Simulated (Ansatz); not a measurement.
Reaction (atomization): `[OH][Al]([O][SiH3])[O][SiH3]` → Al• + 7 H• + 3 O• + 2 Si•

Program: Ansatz. Geometries: PBE0-D4/def2-TZVP. ΔE: electronic, gas phase. CCSD(T)/CBS adds triple-zeta CCSD(T) − MP2 to the extrapolated MP2 energy (def2 sets, frozen cores). This one scheme is used for every species, atoms too. DFT in def2-TZVPP. No spin–orbit coupling; open shells (•) take unrestricted orbitals. Spin–orbit coupling would lower the free atoms: a little for Al, O, Si. Each species was taken in one conformer, which may not be the lowest.

```csv
level,ΔE (kcal/mol),difference from CCSD(T)/CBS
r2SCAN-D4,1137.6,-7.8
r2SCANh-D4,1129.7,-15.7
ωB97M-V,1138.9,-6.5
PBE-QIDH,1119.0,-26.4
revPBE,1083.9,-61.5
BHLYP,1098.3,-47.1
CCSD(T)/def2-SVP,1055.0,-90.4
CCSD/def2-TZVPP,1098.8,-46.6
MP2/def2-QZVPP,1154.8,9.4
MP2/CBS(def2),1167.7,22.3
CCSD(T)/CBS,1145.4,0
```

Largest T1 diagnostic among the species: 0.018.

In def2-TZVPP, CCSD(T) changes the Hartree–Fock value by +264.1 kcal/mol (the triples alone add +13.1 kcal/mol) and MP2 by +286.4 kcal/mol; breaking electron pairs costs correlation energy, which Hartree–Fock lacks. From r2SCAN to r2SCAN0 (25 % exact exchange), in def2-TZVPP and without D4, ΔE moves by −19.6 kcal/mol: exact exchange takes away binding that semilocal exchange gives to molecules. At CCSD(T), def2-SVP lies −90.4 kcal/mol from the extrapolated value and def2-TZVPP −33.5 kcal/mol: correlation converges slowly with the basis, and small sets miss more of it in the bonded molecule than in its fragments.

For atomizations the MP2-based limit and the directly extrapolated one differ by several kJ/mol either way, and by 10 to 25 for some Ge, Se and Sn compounds, so smaller differences from it don't rank the levels.
